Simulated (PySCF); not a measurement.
NICS in isomers of C7H9OP.

Definitions: NICS(0) = −σiso at the ring centroid; NICS(1) = −σiso and NICS(1)zz = −σzz at ±1 Å along the ring normal z. Level: GIAO PBE0/pcSseg-1 (PySCF, non-relativistic, gas phase) on the GFN2-xTB geometries, one conformer each. Atom numbers follow the mapped SMILES.

**Question.** Order these rings by mean NICS(1)zz, lowest (most negative) first (ppm).
A. ring C2–C3–P4–C5–O9 in `[CH3:1][c:2]1[cH:3][p:4][c:5]([CH:6]2[CH2:7][CH2:8]2)[o:9]1`
B. ring P3–C5–C6–C7–C9 in `[CH2:1]=[CH:2][P@:3]1(=[O:4])[CH:5]=[CH:6][C:7]([CH3:8])=[CH:9]1`
C. ring C4–C5–C6–C7–C8–C9 in `[CH3:1][P@@H:2](=[O:3])[c:4]1[cH:5][cH:6][cH:7][cH:8][cH:9]1`
D. ring C3–C4–C5–C6–P7–C8 in `[CH3:1][O:2][c:3]1[cH:4][cH:5][cH:6][p:7][c:8]1[CH3:9]`
E. ring C1–C2–O3–C4–C9 in `[cH:1]1[cH:2][o:3][c:4]([PH:5][CH:6]2[CH2:7][CH2:8]2)[cH:9]1`

**Answer.** C (-29.1), E (-26.4), D (-25.2), A (-22.4), B (1.6).

| SMILES | ring | NICS(0) | NICS(1) | NICS(1)zz | HOMA | rms pucker (Å) | ring atoms with four or more neighbours |
| --- | --- | --- | --- | --- | --- | --- | --- |
| C[P@@H](=O)c1ccccc1 | 6-membered carbocycle; formal bonds all aromatic | -8.4 | -11.5 | -29.1 | 1.00 | 0.00 | 0 |
| c1coc(PC2CC2)c1 | 5-membered ring with O; formal bonds all aromatic | -11.7 | -10.3 | -26.4 | 0.49 | 0.00 | 0 |
| COc1cccpc1C | 6-membered ring with P; formal bonds all aromatic | -8.2 | -10.4 | -25.2 | 0.94 | 0.00 | 0 |
| Cc1cpc(C2CC2)o1 | 5-membered ring with O and P; formal bonds all aromatic | -10.4 | -10.1 | -22.4 | 0.43 | 0.00 | 0 |
| C=C[P@]1(=O)C=CC(C)=C1 | 5-membered ring with P; formal bonds 2 double, 3 single | 1.0 | -1.9 | 1.6 | – | 0.01 | 1 |

NICS(0) gives another order. The isotropic NICS(1) gives another order. Over the 4 rings with a HOMA value its correlation coefficient with NICS(1)zz is -0.66. HOMA uses Krygowski's 1993 parameters; it is left out where a ring has a four-coordinate atom, a triple bond, no multiple bond or a kind of bond without parameters. NICS(1) and NICS(1)zz are means over the two faces.
